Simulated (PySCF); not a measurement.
# From computed data to an observable: oscillator strength and radiative lifetime

C2H5ClO2Si, SMILES O=C(C)O[SiH2]Cl.

The structure is a stationary point at PBE0-D3(BJ)/def2-SVP. Other conformers were not sampled.

TDA-PBE/def2-SVPD (PySCF) puts the first singlet state with f over 0.02 at 6.47 eV (vertical), with the transition dipole (0.385, 0.023, -0.019) in atomic units.

**Question.** Find the oscillator strength, the wavelength and the radiative lifetime that this transition would have in vacuum if emission retraced absorption.

**Answer.** 
|μ|² = 0.1491 au, so |μ| = 0.98 D. ΔE = 6.47/27.211 = 0.2378 hartree. f = (2/3) ΔE |μ|² = 0.024 (the program prints 0.024).
λ = 1239.84/6.47 = 192 nm; ν = 52184 cm⁻¹.
Einstein's coefficient A = 0.6670 ν² f s⁻¹ (ν in cm⁻¹) = 4.3e7 s⁻¹, so τ = 1/A = 23 ns. This state is S4; the lower singlets have f = 0.001, 0.012, 0.001. The figure is the radiative limit of this one transition; relaxation, internal conversion, crossing to triplets and a medium change what is measured.
